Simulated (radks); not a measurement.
Spherical quantum dot in the effective-mass picture: electrons in a hard-walled sphere of radius 2.28, with a point charge +1 (a donor) at the centre, all in effective atomic units (hartree* = m*/eps^2 hartree, bohr* = eps/m* bohr), one dielectric constant everywhere. Method: non-relativistic Kohn-Sham, exchange-only LDA, spin-polarised, spherical densities; computed with a radial shooting solver with Libxc functionals. Levels are named by radial order and angular momentum (1s, 1p, 1d, 2s, ...), and open shells are averaged over m.

N = 40, configuration 1s2 1p6 1d10 2s2 1f14 1g(up 6, down 0). This is the lowest configuration that the search found. Occupied and some empty levels:

level    occupation  eigenvalue (hartree*)  <r> (bohr*)
1s up             1                 22.979        1.508
1s down           1                 23.068        1.498
1p up             3                 23.511        1.593
1p down           3                 23.609        1.589
1d up             5                 24.383        1.649
1d down           5                 24.488        1.646
1f up             7                 25.568        1.693
1f down           7                 25.677        1.692
2s up             1                 25.858       0.9431
2s down           1                 25.888       0.9469
1g up             6                 27.042        1.730
1g down           0                 27.154        1.729
2p up             0                 27.884        1.170
2p down           0                 27.927        1.170
1h up             0                 28.788        1.761
1h down           0                 28.902        1.760
2d up             0                 29.952        1.292
2d down           0                 30.005        1.291
3s up             0                 30.216        1.073
3s down           0                 30.261        1.075

Energy (hartree*): total 564.659, kinetic 172.04, external -26.982, Hartree 449.93, exchange-correlation -30.337.
